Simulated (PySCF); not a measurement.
Gas-phase reaction: 2 ZrCl4 + O2 + 2 HCl = 2 ZrCl3OH + 4 Cl

Method: PySCF energies (xtb for GFN2) plus ideal-gas RRHO corrections (1 bar). † marks an energy on the PBE0/def2-TZVP geometry and frequencies; other levels use their own. MP2 and CCSD(T) freeze the core. Open shells (unrestricted): O2 (multiplicity 3), Cl (multiplicity 2, electronic degeneracy 6); the rest are closed-shell singlets. GFN2 has no spin-polarisation term. Spin-orbit splitting is ignored; it lowers the true energy and changes the entropy of Cl. Zr: scalar-relativistic def2 core potential, no spin-orbit coupling. ZrCl3OH: computed as isolated molecules; such fragments, hydroxides, amides, oligomers or adducts are transient or little studied in the gas. MP2 isn't extrapolated to the basis-set limit; its ΔH°(298 K) is 360.6 kJ in def2-SVP and 415.7 kJ in def2-TZVPP. CCSD(T) isn't extrapolated to the basis-set limit; its ΔH°(298 K) is 342.4 kJ in def2-SVP and 380.8 kJ in def2-TZVPP. The harmonic model lacks anharmonicity and excited electronic states, which grow with temperature; levels with a mode under 35 cm⁻¹ are left out. Soft modes under 120 cm⁻¹ make the harmonic entropy rough for ZrCl4, ZrCl3OH.

```
level                ΔE electronic, kJ  ΔH°(298 K), kJ  ΔS°(298 K), J/K  ΔG°(600 K), kJ
-------------------  -----------------  --------------  ---------------  --------------
CCSD(T)/def2-SVP†                  328             342              124             265
CCSD(T)/def2-TZVPP†                366             381              124             304
GFN2-xTB                           192             208              122             132
MP2/def2-TZVPP†                    401             416              124             339
PBE/def2-SVP                       470             485              118             412
PBE/def2-TZVP†                     473             487              124             410
r2SCAN/def2-TZVP†                  446             460              124             383
LDA/def2-TZVP†                     558             572              124             495
ωB97M-V/def2-TZVP†                 409             423              124             346
```
ΔH° is lowest at GFN2-xTB and highest at LDA/def2-TZVP†. No reference value is set beside these.
